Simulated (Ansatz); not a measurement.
Compare A (`C[SiH](O)[SnH3]`) with its isomer B (`O[CH]([SiH3])[SnH3]`).

Program: Ansatz. Geometries: PBE0-D4/def2-TZVP. ΔE: electronic, gas phase. CBS: MP2 limit from def2 TZ/QZ plus the TZ coupled-cluster correction, frozen cores. Functionals use def2-TZVPP. B3LYP here is the variant with VWN-RPA as its local correlation; programs differ in this. Elements past krypton have def2 core potentials. For Sn outer-core shells are correlated without core-valence functions, which leaves a few kJ/mol of doubt a bond. Each species was taken in one conformer, which may not be the lowest.

Q: Which is lower in electronic energy at CCSD(T)/CBS, and by how much? (An estimate is asked.)

A: The calculation gave: A, by 59.6 kcal/mol.

Q: Give E(B) − E(A) in kcal/mol with CCSD(T)/def2-TZVPP, MP2/def2-TZVPP, HF/def2-TZVPP, PBE-D4, B3LYP, B2PLYP, r2SCAN-D4. (Best estimate.)

A: The calculation gave: CCSD(T)/def2-TZVPP 58.5, MP2/def2-TZVPP 60.3, HF/def2-TZVPP 61.3, PBE-D4 58.1, B3LYP 59.8, B2PLYP 60.1, r2SCAN-D4 60.8. None reverses the order clearly.

Largest T1 diagnostic: 0.013.

From PBE to PBE0 (25 % exact exchange), in def2-TZVPP and without D4, E(B) − E(A) moves by +1.7 kcal/mol. In def2-TZVPP, CCSD(T) changes the Hartree–Fock value by −2.9 kcal/mol (the triples alone add −0.7 kcal/mol) and MP2 by −1.0 kcal/mol.
